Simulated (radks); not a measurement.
Isoelectronic series with 24 electrons, all held in the configuration [Ar] 3d5 4s1, which need not be the ground one along the series. All-electron calculation, Dirac Kohn-Sham, PBE, spin-unpolarised, spherical densities, finite nucleus; open shells fill j = l - 1/2 first; Fermi nuclear charge, rms radius of each element as measured or else 0.836 A^(1/3) + 0.57 fm. Program: a radial shooting solver on a logarithmic mesh with Libxc functionals. Total energies (hartree) and mean radii <r> (bohr):

| ion | E (hartree) | 3d5/2 | 3d3/2 |
|---|---|---|---|
| Cr | -1050.54610 | 1.525 | 1.513 |
| Mn+ | -1158.01182 | 1.190 | 1.185 |
| Fe2+ | -1271.29496 | 1.012 | 1.008 |
| Co3+ | -1390.36646 | 0.8939 | 0.8906 |
| Ni4+ | -1515.21972 | 0.8062 | 0.8033 |
| Cu5+ | -1645.85777 | 0.7374 | 0.7346 |
| Zn6+ | -1782.29060 | 0.6811 | 0.6785 |
| Ga7+ | -1924.53113 | 0.6340 | 0.6315 |
| Ge8+ | -2072.59531 | 0.5937 | 0.5912 |
| As9+ | -2226.50161 | 0.5588 | 0.5563 |
| Se10+ | -2386.26948 | 0.5280 | 0.5256 |
| Br11+ | -2551.92071 | 0.5008 | 0.4983 |
| Kr12+ | -2723.47805 | 0.4764 | 0.4739 |
| Rb13+ | -2900.96596 | 0.4544 | 0.4519 |
| Sr14+ | -3084.40992 | 0.4345 | 0.4320 |
| Zr16+ | -3469.27502 | 0.3997 | 0.3972 |
| Nb17+ | -3670.75316 | 0.3844 | 0.3818 |
| Mo18+ | -3878.30177 | 0.3702 | 0.3677 |
| Tc19+ | -4091.95568 | 0.3571 | 0.3545 |
| Ru20+ | -4311.74430 | 0.3450 | 0.3423 |
